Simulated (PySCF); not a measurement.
CH₉NSi₂, SMILES C[Si@@H](N)[SiH3].

Geometry optimised at PBE0-D3(BJ)/def2-SVP. The structure was generated by enumeration; whether it is a known compound was not checked. The values are those of a single conformer.

Computed with PBE0-D3(BJ)/def2-SVP run with PySCF 2.14.0.

Frequencies are harmonic and unscaled.

```csv
mode,ν (cm⁻¹),IR (km/mol),moving atoms (share of kinetic energy)
1,101,1.7,H 90 %
2,126,4.6,"H 36 %, Si 27 %, N 20 %, C 17 %"
3,141,16.7,H 82 %
4,156,0.5,"H 85 %, Si 9 %"
5,179,1.8,"H 52 %, Si 29 %, N 12 %, C 8 %"
6,253,14.7,"H 50 %, N 23 %, Si 16 %, C 12 %"
7,405,3.8,"Si 69 %, H 23 %"
8,450,190.9,"H 84 %, N 13 %"
9,469,12.1,"H 82 %, Si 18 %"
10,505,67.7,"H 68 %, Si 20 %, N 10 %"
11,634,5.9,"H 90 %, C 8 %"
12,693,34.4,"C 38 %, H 31 %, Si 24 %"
13,734,16.8,"H 84 %, C 9 %"
14,807,98.8,"H 64 %, N 17 %, C 11 %, Si 8 %"
15,829,283.7,"H 61 %, Si 18 %, N 14 %"
16,877,71.7,"H 52 %, Si 23 %, N 17 %"
17,893,20.9,"H 82 %, Si 11 %"
18,912,24.4,"H 81 %, N 9 %, Si 9 %"
19,936,44.7,H 97 %
20,939,84.8,H 94 %
21,1259,25.4,"H 78 %, C 22 %"
22,1425,5.2,H 96 %
23,1430,5.7,H 96 %
24,1551,39.8,"H 90 %, N 10 %"
25,2195,88.2,H 98 %
26,2201,36.4,H 96 %
27,2208,112.7,H 96 %
28,2212,181.4,H 97 %
29,3055,2.4,H 97 %
30,3160,2.4,"H 91 %, C 9 %"
31,3168,1.7,"H 91 %, C 9 %"
32,3596,29.3,H 96 %
33,3692,27.0,"H 91 %, N 9 %"
```
